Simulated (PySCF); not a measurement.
SrCl2, SMILES [Cl][Sr][Cl]. Heavy atoms are numbered as in [Sr:1]([Cl:2])[Cl:3].

Geometry: PBE0-D3(BJ)/def2-TZVP. The isomer is the one that the SMILES or the coordinates give; other isomers of the formula were not compared. The def2 effective core potentials stand for the cores of Sr; spin–orbit coupling is left out.

These are PBE0/def2-TZVPD in PySCF values and carry that method's errors.

Mulliken values depend strongly on the basis, most of all with diffuse functions as here. ESP charges are fitted to the potential on shells at 1.4 to 2.0 van der Waals radii. Atomic charges (e), one atom of each kind:

```tsv
atom	ESP fit	Mulliken
Sr1	1.20	1.55
Cl2	-0.60	-0.78
```
